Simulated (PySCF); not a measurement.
sulfur difluoride (F2S), SMILES FSF.

Geometry: ωB97X-D3(BJ)/def2-TZVP.

Vertical ionisation energy (IE) and electron affinity (EA) in eV. Rows of orbital energies are one-electron estimates. Where ΔSCF, EOM or ADC give a negative EA the extra electron is unbound and the value depends on the basis.

| level | IE | EA |
|---|---|---|
| −ε(HOMO), −ε(LUMO), HF/def2-TZVPD (PySCF) | 10.86 | -1.32 |
| −ε(HOMO), −ε(LUMO), B3LYP/def2-TZVPD (PySCF) | [?] | [?] |
| ADC(2)/aug-cc-pVDZ (PySCF) | 9.64 | -0.67 |

Problem. What belongs in the gaps? (An estimate is asked for; the answer gives what the named calculation found.)

Solution. 
- −ε(HOMO), −ε(LUMO), B3LYP/def2-TZVPD (PySCF), IE: 7.08
- −ε(HOMO), −ε(LUMO), B3LYP/def2-TZVPD (PySCF), EA: 2.17

Problem. Beyond the first one, list the lowest photoelectron lines from ADC(2)/aug-cc-pVDZ run with PySCF with their pole strengths (two spins summed). (Estimate from the structure and the level; the computed values follow.)

Solution. 14.18 eV (1.72), 14.21 eV (1.76), 14.52 eV (1.70), 16.20 eV (1.72), 16.88 eV (1.74).
